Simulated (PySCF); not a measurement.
# As²⁺: ionisation energy

As²⁺ [Ar] 3d10 4s2 4p1 (2P) → As³⁺ [Ar] 3d10 4s2 (1S), as a difference of total energies. Calculation: PySCF 2.14, in aug-cc-pwCVDZ-PP with ECP10MDF (6s5p4d1f, 48 functions); scalar relativity through the core potential. Correlated levels: valence and next inner shell: nothing frozen outside the core potential. The calculations carry no spin-orbit coupling.

Problem. Order these methods by the ionisation energy they give, lowest first.
A. SCS-MP2 (valence and next inner shell)
B. UHF
C. MP2 (valence and next inner shell)
D. CCSD (valence and next inner shell)

Solution. B (27.462 eV), A (27.743 eV), C (27.808 eV), D (27.850 eV).

The reference lies between the lowest fine-structure levels, while these numbers refer to the centres of the terms.

Errors of the correlated levels include the incompleteness of this basis.

For comparison: 28.349 ± 0.012 eV (measured; NIST Atomic Spectra Database, ionization energies).
